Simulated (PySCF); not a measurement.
**UHF on B⁺ (boron, charge +1)**

Configuration: [He] 2s1 3s1, high-spin 3S determinant (an excited configuration). All numbers are calculated (PySCF 2.14, the non-relativistic Hamiltonian (point nucleus), in dyall-acv3z (15s9p4d2f, 76 functions)).

| Quantity | Value |
| --- | --- |
| Total energy | -23.699860 hartree |
| One-electron energy | -28.8287 hartree |
| Hartree (Coulomb) energy | 8.4763 hartree |
| Exchange energy | -3.3475 hartree |
| Kinetic energy | 23.70084 hartree |
| ⟨S²⟩ | 2.0000 |
| ⟨L²⟩ | 0.000 |
| Sum of ⟨r⟩ | 7.054 bohr |
| Sum of ⟨r²⟩ | 29.21 bohr² |
| Density at the nucleus (Gaussians lack the cusp) | 71.0 bohr⁻³ |
| Spin density at the nucleus | 2.81 bohr⁻³ |
| Langevin diamagnetic susceptibility | -23.1 ×10⁻⁶ cm³/mol |

```csv
shell,electrons,mean orbital energy (eV),"rms radius, mean of both spins (bohr)"
1s α,1,-233.45,0.377
1s β,1,-231.46,0.377
2s α,1,-31.623,1.77
3s α,1,-8.812,5.08
```

The outer electron is Rydberg-like, and this basis confines it to a smaller radius and binds it less than a complete one would.
